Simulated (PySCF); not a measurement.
## [Cd(Br)(H)] (charge 0, multiplicity 1)

All values below come from TPSSh-D3(BJ)/def2-TZVP // PBE-D3(BJ)/def2-SVP run with PySCF.

HOMO: -7.41 eV
dipole moment: 2.14 D
HOMO–LUMO gap: 6.05 eV
LUMO: -1.37 eV
charge on the central atom (Mulliken): 0.53 e
total energy: -74624.92 eV
cost: very roughly 30 core-seconds

Bonds (Å): Cd1–Br2 2.434, Cd1–H3 1.662. Angles (°): Br2–Cd1–H3 180.0.
